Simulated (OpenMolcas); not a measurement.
Se III: effect of the basis set

```yaml
Program: OpenMolcas 26.06
Method: "MS-RASPT2, IPEA 0.25 Eh, imaginary shift 0.1 Eh (closed shells correlated: 3d)"
Active_space: 4 electrons in 9 orbitals (RAS2 4s 4p; RAS3 4d, at most 2 electrons)
State_averaging: 2S+1 = 3 even, 6 roots; 2S+1 = 1 even, 12 roots; 2S+1 = 5 odd, 1 root; 2S+1 = 3 odd, 8 roots; 2S+1 = 1 odd, 8 roots
Spin-orbit_coupling: RASSI with atomic mean-field integrals over the reference wave functions, term energies averaged over their components
```

A. ANO-RCC-VTZP [6s5p3d1f], DKH2, point nucleus; CASPT2 step about 27 core-seconds
B. ANO-RCC-VQZP [7s6p4d2f1g], DKH2, point nucleus; CASPT2 step about 29 core-seconds
C. ANO-R2 [6s6p4d3f1g], X2C, finite nucleus; CASPT2 step about 24 core-seconds
D. ANO-RCC [9s8p6d4f2g], DKH2, point nucleus; CASPT2 step about 50 core-seconds

Energies in cm⁻¹ above 4s² 4p² ³P₀, the measured ground level; measured values from Moore, Atomic Energy Levels, vol. II, NSRDS-NBS 35 (1971 reprint of NBS Circular 467, 1952).

| Level | A | B | C | D | Measured |
| --- | --- | --- | --- | --- | --- |
| 4s² 4p² ³P₀ | 0.0 | 0.0 | 0.0 | 0.0 | 0.0 |
| 4s² 4p² ³P₁ | 1547 | 1511 | 1515 | 1535 | 1741 |
| 4s² 4p² ³P₂ | 3590 | 3510 | 3520 | 3550 | 3937 |
| 4s² 4p² ¹D₂ | 13250 | 12930 | 13050 | 12930 | 13032 |
| 4s² 4p² ¹S₀ | 28550 | 28040 | 28410 | 28020 |  |
| 4s 4p³ ⁵S°₂ | 64260 | 65040 | 66630 | 66010 |  |
| 4s 4p³ ³D°₁ | 90350 | 90600 | 92260 | 91240 |  |
| 4s 4p³ ³D°₂ | 90400 | 90660 | 92320 | 91300 | 92723 |
| 4s 4p³ ³D°₃ | 90790 | 91030 | 92700 | 91690 |  |
| 4s 4p³ ³P°₂ | 104870 | 104820 | 106760 | 105360 | 106515 |
| 4s 4p³ ³P°₀ | 104900 | 104850 | 106700 | 105380 | 106482 |
| 4s 4p³ ³P°₁ | 104990 | 104930 | 106800 | 105470 | 106591 |

Deviations, from unrounded energies. A percentage is the sum of absolute deviations over the sum of measured energies, with the sign that they share, or ± where signs differ.

```
                        Against measurement  Levels     A      B      C      D
             mean absolute deviation (cm-1)       7  1100   1100    250    790
      fine structure of the ground term (%)       2  -9.5  -11.6  -11.4  -10.5
other terms of the ground configuration (%)       1  +1.7   -0.8   +0.1   -0.8
                   other configurations (%)       4  -1.7   -1.7   ±0.3   -1.2
```

C lies closest to measurement on these levels and A furthest from it. The largest miss of C in the table is 4s² 4p² ³P₂, by -420 cm-1. The ranking rests on the paired levels alone, and a cruder setting can come out closer through cancelling errors.

Among A to D the level of the table that moves most is 4s 4p³ ⁵S°₂, by 2400 cm-1 (lowest in A, highest in C). Moves below CASPT2's spread within the term are not significant.

Term energies are means over components that CASPT2 splits; among the terms shown or strongly mixed into the levels shown the widest spread is 84 cm-1 (4s² 4p² ¹D, C). Some terms mix strongly with configurations of 4d, whose occupation reaches 0.19 (4s 4p³ ³D°, 4s 4p³ ³P°) (figures for A; the like holds for B, C, D). The run also gave levels led by 4s 4p² 4d, 4s² 4p 4d, which use shells meant for correlation; these and all levels above them are left out (holds for A; B; D). Active for correlation alone: 4d; no level in the range computed is led by a configuration that fills it, so any true level of that kind is missing (holds for C). Measured partners are found by configuration, term and J. A level has none where our copy of the source lacks it or the pairing is in doubt (some pairs that miss far off the trend of their configuration count as doubtful), and it then counts in no deviation. Levels of configurations outside the active space are missing. Levels that lie high or do not pair safely by name in every column are left out.

° marks odd parity.
